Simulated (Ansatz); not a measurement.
`[NH2][SnH][Cl]`, charge 0, multiplicity 2.

(1) Give a relaxed structure at PBE0-D4/def2-TZVP (Ansatz 0.2.0). (Best estimate.)

## Answers

(1) Computed: 
Z-matrix (Å, degrees):
```
N
Sn 1 2.035
H 1 1.013 2 115.6
H 1 1.013 2 113.9 3 -126.6
Cl 2 2.353 1 100.9 3 172.0
H 2 1.740 1 106.1 3 -77.5
```
